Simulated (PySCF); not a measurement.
A TDDFT job was run through a driver script with this input:

```
{"job": {"kind": "uv", "xc": "PBE0", "basis": "def2-SVPD", "nstates": 8, "ntriplets": 3}, "charge": 0, "multiplicity": 1}
C     -2.385743     0.731700     0.484819
C     -1.112099     0.084147     0.284154
C     -0.048427    -0.469057     0.117097
B      1.279759    -1.121483    -0.074047
P      2.723210    -0.128318    -0.758446
H     -2.432774     1.132021     1.498067
H     -2.504576     1.553112    -0.221888
H     -3.200868     0.020413     0.349231
H      1.411937    -2.274125     0.097670
H      2.544451     1.066355    -0.085878
H      3.730555    -0.592095     0.068187
```

Level of theory: TDDFT PBE0/def2-SVPD, vertical, gas phase, core orbitals frozen in the response in PySCF 2.14.0, density-fitted response routines. Job line and output are in the format of a driver script around the code.

Q: What does the script print for it, SCF cycles aside?

A: 
```
converged SCF energy = -483.5526590268

Static polarisability (au): isotropic 82.812, principal 56.514 67.265 124.657

Singlet excitations
state   eV       nm        f      main configurations
  1   3.7044    334.7   0.01783   H->L 0.78, H-1->L 0.20
  2   4.7343    261.9   0.17995   H-1->L 0.75, H->L 0.19
  3   5.5152    224.8   0.04153   H-2->L 0.83
  4   6.3777    194.4   0.01002   H-3->L 0.90
  5   6.4171    193.2   0.04887   H->L+1 0.88
  6   6.6569    186.2   0.03324   H->L+2 0.57, H->L+3 0.18
  7   6.8785    180.2   0.03898   H->L+3 0.44, H-1->L+1 0.20, H->L+4 0.19
  8   6.8927    179.9   0.00749   H-4->L 0.88

Triplet excitations (Tamm-Dancoff, eV): 3.1294 3.7749 4.2306
```

The structure is a single GFN2-xTB conformer in the gas phase; no vibrational or solvent corrections.

H and L stand for HOMO and LUMO.

The values belong to the conformer `[CH3:1][C:2]#[C:3][BH:4][PH2:5]`: H–P5–B4–C3 41°, H–P5–B4–C3 138°.
